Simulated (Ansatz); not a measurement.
Consider the ligand exchange at a Ge–C bond: `[CH3][AlH][CH2][GeH3]` + `CO[SiH](O)F` → `CO[SiH](F)[O][GeH3]` + `[CH3][AlH][CH3]`.

Calculated with Ansatz (gas phase, PBE0-D4/def2-TZVP geometries, no zero-point term in ΔE). CCSD(T)/CBS adds triple-zeta CCSD(T) − MP2 to the extrapolated MP2 energy (def2 sets, frozen cores). Functionals use def2-TZVPP. B3LYP here is the variant with VWN-RPA as its local correlation; programs differ in this. For Ge outer-core shells are correlated without core-valence functions, which leaves a few kJ/mol of doubt a bond. Scalar relativity is left out up to krypton. One conformer a species, not always the lowest.

| level | ΔE (kJ/mol) | difference from CCSD(T)/CBS |
| --- | --- | --- |
| PBE-D4 | -35.9 | 3.4 |
| r2SCAN-D4 | -43.1 | -3.8 |
| PBE0-D4 | -37.4 | 1.9 |
| B3LYP-D4 | -48.4 | -9.1 |
| ωB97X-V | -47.0 | -7.7 |
| ωB97M-V | -44.1 | -4.8 |
| B2PLYP | -47.6 | -8.3 |
| PBE | -36.0 | 3.3 |
| r2SCAN | -43.0 | -3.7 |
| PBE0 | -37.3 | 2.0 |
| B3LYP | -48.5 | -9.2 |
| HF/def2-TZVPP | -62.4 | -23.1 |
| MP2/def2-TZVPP | -40.7 | -1.4 |
| SCS-MP2/def2-TZVPP | -47.1 | -7.8 |
| CCSD/def2-TZVPP | -44.5 | -5.2 |
| CCSD(T)/def2-TZVPP | -42.4 | -3.1 |
| HF/def2-QZVPP | -64.4 | -25.1 |
| MP2/def2-QZVPP | -39.6 | -0.3 |
| SCS-MP2/def2-QZVPP | -46.3 | -7.0 |
| HF/CBS(def2) | -64.6 | -25.3 |
| MP2/CBS(def2) | -37.6 | 1.7 |
| CCSD/CBS(def2) | -41.4 | -2.1 |
| CCSD(T)/CBS | -39.3 | 0 |

Largest T1 diagnostic among the species: 0.012.

In def2-TZVPP, CCSD(T) changes the Hartree–Fock value by +20.0 kJ/mol (the triples alone add +2.1 kJ/mol) and MP2 by +21.8 kJ/mol.
